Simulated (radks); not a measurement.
Task: Neutral cerium: order these configurations by energy. All-electron calculation, scalar-relativistic Kohn-Sham, r2SCAN, spin-polarised, spherical densities, finite nucleus; meta-GGA in the generalised Kohn-Sham scheme; Fermi nuclear charge, rms radius of each element as measured or else 0.836 A^(1/3) + 0.57 fm. Program: a radial shooting solver on a logarithmic mesh with Libxc functionals. Open shells are filled with parallel spins first. [Xe] 4f1 5d1 6s1 6p1; [Xe] 4f1 5d1 6s2; [Xe] 4f1 5d2 6s1; [Xe] 4f1 6s2 6p1; [Xe] 4f2 6s1 6p1; [Xe] 4f2 6s2; [Xe] 4f3 6s1.

Result: From the lowest, in eV above it: [Xe] 4f2 6s2 0.000; [Xe] 4f1 5d2 6s1 0.047; [Xe] 4f1 5d1 6s2 0.338; [Xe] 4f2 6s1 6p1 1.362; [Xe] 4f1 5d1 6s1 6p1 1.723; [Xe] 4f1 6s2 6p1 2.643; [Xe] 4f3 6s1 3.004.
